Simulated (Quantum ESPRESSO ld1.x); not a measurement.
Values are calculated unless marked as measured or tabulated.
Q: Neutral hydrogen, configuration 1s0.5 2s0.5 (fractional occupations, a model configuration). Code: ld1.x of Quantum ESPRESSO 7.5. Model: scalar-relativistic Kohn-Sham, LDA (Slater exchange, VWN5 correlation), spin-polarised, spherical densities, point nucleus; open shells are filled with parallel spins first. Some entries of the table are withheld. Estimate them.

orbital  occ.  eigenvalue (hartree)  <r^2> (bohr^2)  <r> (bohr)
1s up     0.5                   (1)           2.718       1.424
1s down     0                   (2)           4.177       1.749
2s up     0.5              -0.05068           57.80       7.071
2p up       0                   (3)             (4)       6.813
2s down     0              -0.03294           81.50       8.391
2p down     0                   (5)             (6)       8.197
3s up       0              -0.00260           456.6       19.58

A: 
(1) 1s up eigenvalue (hartree): -0.40971
(2) 1s down eigenvalue (hartree): -0.25543
(3) 2p up eigenvalue (hartree): -0.03854
(4) 2p up <r^2> (bohr^2): 55.50
(5) 2p down eigenvalue (hartree): -0.02426
(6) 2p down <r^2> (bohr^2): 79.70
